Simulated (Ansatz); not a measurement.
Cost and result for the atomization energy of F2H4Si2, SMILES `F[SiH2][SiH2]F` (8 atoms, 7 bonds).

The species carries charge 0 and has multiplicity 1. The geometry is a stationary point of PBE0-D4/def2-TZVP. It is one conformer, not always the lowest. Program: Ansatz. Hardware: A = 2 threads of an AMD EPYC 7R13 on a shared host; B = 2 threads of an AMD EPYC 7R13 on a shared host and a share of an NVIDIA H100 80 GB. Times are those of one run each, without the atoms' runs, and a repeat can differ threefold. Electronic energies, without spin–orbit coupling; frozen cores. CCSD(T)/CBS extrapolates def2-TZVPP and def2-QZVPP, and its time is that of the two runs behind it. T1 = 0.012. B3LYP takes the VWN-RPA correlation (the form of Gaussian; ORCA's B3LYP/G).

CCSD(T)/CBS is a level of theory with its own doubt, some kJ/mol a heavy atom from the limit and from the frozen cores, so smaller differences don't rank the functionals.

```json
{"level": "PBE-D4/def2-TZVPP (with forces) [A]", "functions": "202", "wall time": "2 s"}
{"level": "PBE0-D4/def2-TZVPP [A]", "functions": "202", "wall time": "2.9 s"}
{"level": "r2SCAN-D4/def2-TZVPP (with forces) [A]", "functions": "202", "wall time": "4.1 s"}
{"level": "B3LYP-D4/def2-TZVPP (with forces) [A]", "functions": "202", "wall time": "4.1 s"}
{"level": "CCSD(T)/def2-TZVPP [B]", "functions": "202", "wall time": "4.5 s"}
{"level": "B2PLYP/def2-TZVPP [A]", "functions": "202", "wall time": "4.9 s"}
{"level": "ωB97X-V/def2-TZVPP [A]", "functions": "202", "wall time": "6.5 s"}
{"level": "ωB97M-V/def2-TZVPP (with forces) [A]", "functions": "202", "wall time": "9 s"}
{"level": "CCSD(T)/def2-QZVPP [B]", "functions": "374", "wall time": "9 s"}
{"level": "CCSD(T)/CBS(def2)", "functions": "–", "wall time": "14 s"}
```

Problem. What atomization energy does each give, and how far from CCSD(T)/CBS? (Estimate.)

Solution. The calculation gave: 
```json
{"level": "PBE-D4/def2-TZVPP (with forces) [A]", "atomization (kcal/mol)": "639.4", "difference from CCSD(T)/CBS": "-8.5", "per bond": "-1.2"}
{"level": "PBE0-D4/def2-TZVPP [A]", "atomization (kcal/mol)": "631.1", "difference from CCSD(T)/CBS": "-16.8", "per bond": "-2.4"}
{"level": "r2SCAN-D4/def2-TZVPP (with forces) [A]", "atomization (kcal/mol)": "642.2", "difference from CCSD(T)/CBS": "-5.7", "per bond": "-0.8"}
{"level": "B3LYP-D4/def2-TZVPP (with forces) [A]", "atomization (kcal/mol)": "640.0", "difference from CCSD(T)/CBS": "-7.9", "per bond": "-1.1"}
{"level": "CCSD(T)/def2-TZVPP [B]", "atomization (kcal/mol)": "627.8", "difference from CCSD(T)/CBS": "-20.1", "per bond": "-2.9"}
{"level": "B2PLYP/def2-TZVPP [A]", "atomization (kcal/mol)": "635.5", "difference from CCSD(T)/CBS": "-12.4", "per bond": "-1.8"}
{"level": "ωB97X-V/def2-TZVPP [A]", "atomization (kcal/mol)": "648.0", "difference from CCSD(T)/CBS": "0.1", "per bond": "0.0"}
{"level": "ωB97M-V/def2-TZVPP (with forces) [A]", "atomization (kcal/mol)": "642.6", "difference from CCSD(T)/CBS": "-5.3", "per bond": "-0.8"}
{"level": "CCSD(T)/def2-QZVPP [B]", "atomization (kcal/mol)": "640.2", "difference from CCSD(T)/CBS": "-7.7", "per bond": "-1.1"}
{"level": "CCSD(T)/CBS(def2)", "atomization (kcal/mol)": "647.9", "difference from CCSD(T)/CBS": "0.0", "per bond": "0.0"}
```

In def2-TZVPP, CCSD(T) changes the Hartree–Fock value by +137.5 kcal/mol (the triples alone add +6.5 kcal/mol) and MP2 by +146.9 kcal/mol; breaking electron pairs costs correlation energy, which Hartree–Fock lacks. The D4 term adds +5.4 kcal/mol with B3LYP and +2.8 kcal/mol with PBE0; it sums over pairs of atoms, weighted by their polarisabilities, and B3LYP, whose exchange is more repulsive, gets the larger term. From PBE to PBE0 (25 % exact exchange), in def2-TZVPP and without D4, the atomization energy moves by −7.7 kcal/mol: exact exchange takes away binding that semilocal exchange gives to molecules.
